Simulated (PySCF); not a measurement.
Atom-mapped SMILES (the numbers label the heavy atoms): `[F:1][C:2]([F:3])([F:4])[P:5]1[CH2:6][CH:7]=[CH:8][CH2:9]1`. Hydrogens are named by the atom that carries them.

Non-relativistic Hamiltonian, one computed conformer, in vacuum, fast rotation and ring inversion assumed for equivalent nuclei. NMR shieldings at PBE0/pcSseg-1/GIAO; coordinates at the GFN2-xTB level; PySCF 2.14.

δ = σ(ref) − σ, references computed at the same level: ¹³C (186.93 ppm) and ¹H (31.72 ppm) vs TMS; ¹⁹F (170.95 ppm) vs CFCl3; ³¹P (318.38 ppm) vs H3PO4.

```
      atoms  nucleus  count  Hirshfeld charge  δ (ppm)
H(C6)/H(C9)       ¹H      4              0.04     2.92
   F1/F3/F4      ¹⁹F      3             -0.10    -80.7
         C2      ¹³C      1              0.21        ?
      C6/C9      ¹³C      2             -0.12        ?
         P5      ³¹P      1              0.14    -22.1
      C7/C8      ¹³C      2             -0.05    137.6
H(C7)/H(C8)       ¹H      2              0.05     6.15
```

Fill in the missing shifts.

## Answers


- C2: 143.5 ppm, CF3 carbon; 3 electronegative neighbours deshield it
- C6/C9: 35.7 ppm, allylic sp3 CH2 bonded to P

Shifts are as computed. Against solution values, carbons near 30 ppm lie about +3 ppm off and those near 130 ppm about +5 ppm. Of 1211 compounds with measured shifts, 218 miss one by over three times the rms of a fit or turn the order of signals round; such compounds aren't used in these exercises. Unscaled 19F shifts against computed CFCl3 carry errors that often reach 10 to 50 ppm. Experimental scales use liquid or dissolved standards, which lie at an offset from isolated H3PO4.
